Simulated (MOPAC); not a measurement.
Job for MOPAC: PM7 on CH8GeSi (SMILES [SiH3][CH2][GeH3]), a point of a torsion scan.

```
PM7 1SCF PRECISE CHARGE=0 THREADS=1
CH8GeSi

Si     1.50618128 1     0.65090700 1    -0.02981404 1
C      0.24165457 1    -0.76599741 1    -0.09483456 1
Ge    -1.61417113 1    -0.15467351 1     0.08751827 1
H      2.84964431 1     0.08019299 1    -0.16964873 1
H      1.25118837 1     1.58759535 1    -1.12676789 1
H      1.39742730 1     1.34851926 1     1.25364419 1
H      0.45305988 1    -1.48342028 1     0.69831850 1
H      0.34175730 1    -1.30427679 1    -1.03754515 1
H     -1.99740083 1     0.79788117 1    -1.00030204 1
H     -1.84501626 1     0.54697279 1     1.38829286 1
H     -2.58313809 1    -1.29988237 1     0.02924711 1
```

The log:

```
*******************************************************************************
 **                                                                           **
 **                              MOPAC v23.2.5                                **
 **                                                                           **
 *******************************************************************************
 ** MOPAC's Digital Object Identifier: https://doi.org/10.5281/zenodo.6511958 **
 **                                                                           **
 ** Please cite the open-source release paper for use of this MOPAC version:  **
 ** J. E. Moussa and J. J. P. Stewart (2026)                                  **
 ** MOPAC: An open-source semiempirical molecular orbital program             **
 ** J. Open Source Softw., 11(119), 8025, https://doi.org/10.21105/joss.08025 **
 *******************************************************************************

                              PM7 CALCULATION RESULTS

 *******************************************************************************
 *  PM7        - The PM7 Hamiltonian to be used
 *
 *
 *
 *                 CHARGE ON SYSTEM = 0
 *
 *
 *
 *  PRECISE    - TIGHTER CRITERIA TO BE USED
 *  1SCF       - DO 1 SCF AND THEN STOP
 *  THREADS=1  - MULTI-THREADING NOT USED
 *  T=         - A TIME OF 172800.0 SECONDS REQUESTED
 *  DUMP=N     - RESTART FILE WRITTEN EVERY 7200.0 SECONDS REQUESTED
 *******************************************************************************
PM7 1SCF PRECISE CHARGE=0 THREADS=1
 CH8GeSi

   ATOM   CHEMICAL          X               Y               Z
  NUMBER   SYMBOL      (ANGSTROMS)     (ANGSTROMS)     (ANGSTROMS)

     1      Si          1.50618128  *   0.65090700  *  -0.02981404  *
     2       C          0.24165457  *  -0.76599741  *  -0.09483456  *
     3      Ge         -1.61417113  *  -0.15467351  *   0.08751827  *
     4       H          2.84964431  *   0.08019299  *  -0.16964873  *
     5       H          1.25118837  *   1.58759535  *  -1.12676789  *
     6       H          1.39742730  *   1.34851926  *   1.25364419  *
     7       H          0.45305988  *  -1.48342028  *   0.69831850  *
     8       H          0.34175730  *  -1.30427679  *  -1.03754515  *
     9       H         -1.99740083  *   0.79788117  *  -1.00030204  *
    10       H         -1.84501626  *   0.54697279  *   1.38829286  *
    11       H         -2.58313809  *  -1.29988237  *   0.02924711  *



          CARTESIAN COORDINATES

    NO.       ATOM           X           Y           Z

     1        Si          1.5062      0.6509     -0.0298
     2         C          0.2417     -0.7660     -0.0948
     3        Ge         -1.6142     -0.1547      0.0875
     4         H          2.8496      0.0802     -0.1696
     5         H          1.2512      1.5876     -1.1268
     6         H          1.3974      1.3485      1.2536
     7         H          0.4531     -1.4834      0.6983
     8         H          0.3418     -1.3043     -1.0375
     9         H         -1.9974      0.7979     -1.0003
    10         H         -1.8450      0.5470      1.3883
    11         H         -2.5831     -1.2999      0.0292

 General Reference for PM7:
 "Optimization of Parameters for Semiempirical Methods VI: More Modifications to the
 NDDO Approximations and Re-optimization of Parameters", J. J. P. Stewart, J. Mol. Mod., 1:32, 19 (2013)
 https://link.springer.com/article/10.1007/s00894-012-1667-x

           Empirical Formula: C H8 Si Ge  =    11 atoms



      MOLECULAR POINT GROUP   :   Cs


      RHF CALCULATION, NO. OF DOUBLY OCCUPIED LEVELS = 10


 -------------------------------------------------------------------------------
 PM7 1SCF PRECISE CHARGE=0 THREADS=1
 CH8GeSi



     1SCF WAS SPECIFIED, SO BFGS WAS NOT USED
     SCF FIELD WAS ACHIEVED


                              PM7 CALCULATION
                                                       MOPAC v23.2.5 Linux




          FINAL HEAT OF FORMATION =         11.56041 KCAL/MOL =      48.36875 KJ/MOL


          COSMO AREA              =        134.74 SQUARE ANGSTROMS
          COSMO VOLUME            =        130.52 CUBIC ANGSTROMS

          IONIZATION POTENTIAL    =         10.815033 EV
          HOMO LUMO ENERGIES (EV) =        -10.815  0.316
          NO. OF FILLED LEVELS    =         10
          MOLECULAR WEIGHT        =        120.7497         POINT GROUP:  Cs

          MOLECULAR DIMENSIONS (Angstroms)

            Atom       Atom       Distance
            H    11    H     4     5.60886
            H     8    H    10     3.32205
            H     9    H     7     3.24100


          SCF CALCULATIONS        =          1





   ATOM   CHEMICAL          X               Y               Z
  NUMBER   SYMBOL      (ANGSTROMS)     (ANGSTROMS)     (ANGSTROMS)

     1      Si          1.50618128  *   0.65090700  *  -0.02981404  *
     2       C          0.24165457  *  -0.76599741  *  -0.09483456  *
     3      Ge         -1.61417113  *  -0.15467351  *   0.08751827  *
     4       H          2.84964431  *   0.08019299  *  -0.16964873  *
     5       H          1.25118837  *   1.58759535  *  -1.12676789  *
     6       H          1.39742730  *   1.34851926  *   1.25364419  *
     7       H          0.45305988  *  -1.48342028  *   0.69831850  *
     8       H          0.34175730  *  -1.30427679  *  -1.03754515  *
     9       H         -1.99740083  *   0.79788117  *  -1.00030204  *
    10       H         -1.84501626  *   0.54697279  *   1.38829286  *
    11       H         -2.58313809  *  -1.29988237  *   0.02924711  *

                             CARTESIAN COORDINATES

   1   Si        1.506181280     0.650907000    -0.029814040
   2    C        0.241654570    -0.765997410    -0.094834560
   3   Ge       -1.614171130    -0.154673510     0.087518270
   4    H        2.849644310     0.080192990    -0.169648730
   5    H        1.251188370     1.587595350    -1.126767890
   6    H        1.397427300     1.348519260     1.253644190
   7    H        0.453059880    -1.483420280     0.698318500
   8    H        0.341757300    -1.304276790    -1.037545150
   9    H       -1.997400830     0.797881170    -1.000302040
  10    H       -1.845016260     0.546972790     1.388292860
  11    H       -2.583138090    -1.299882370     0.029247110


           Empirical Formula: C H8 Si Ge  =    11 atoms



      MOLECULAR POINT GROUP   :   Cs


                  EIGENVALUES
 -24.67211 -17.83729 -17.17276 -14.64705 -13.11947 -12.32029 -12.22534 -11.50592
 -11.23791 -10.81503   0.31628   1.27107   1.31861   1.70955   2.73978   2.74819
   4.84547   5.73676   6.71521   8.20932  21.29199  21.34888  22.07951  22.15291
  22.59205


              NET ATOMIC CHARGES AND DIPOLE CONTRIBUTIONS

  ATOM NO.   TYPE          CHARGE      No. of ELECS.   s-Pop       p-Pop       d-Pop
    1         Si           0.048560        3.9514     0.90159     2.91094     0.13890
    2          C          -0.621756        4.6218     1.05445     3.56730
    3         Ge          -0.160241        4.1602     0.97572     3.18452
    4          H           0.032614        0.9674     0.96739
    5          H           0.030988        0.9690     0.96901
    6          H           0.030995        0.9690     0.96901
    7          H           0.184758        0.8152     0.81524
    8          H           0.184767        0.8152     0.81523
    9          H           0.091296        0.9087     0.90870
   10          H           0.091284        0.9087     0.90872
   11          H           0.086736        0.9133     0.91326
 DIPOLE           X         Y         Z       TOTAL
 POINT-CHG.    -0.343     0.582     0.082     0.681
 HYBRID        -0.327    -0.728    -0.054     0.800
 SUM           -0.670    -0.146     0.028     0.686


          ATOMIC ORBITAL ELECTRON POPULATIONS

     Atom    s        px        py        pz      x^2-y^2     xz        z^2       yz        xy
    1 Si   0.90159   0.94455   0.92524   1.04115   0.03212   0.00723   0.02593   0.04105   0.03258
    2  C   1.05445   1.14408   1.22107   1.20216
    3 Ge   0.97572   0.95272   1.10808   1.12372
    4  H   0.96739
    5  H   0.96901
    6  H   0.96901
    7  H   0.81524
    8  H   0.81523
    9  H   0.90870
   10  H   0.90872
   11  H   0.91326

 **********************
 *                    *
 * JOB ENDED NORMALLY *
 *                    *
 **********************




 == MOPAC DONE ==
```

The run finished.

Cost: around 0.04 core-seconds (rough).
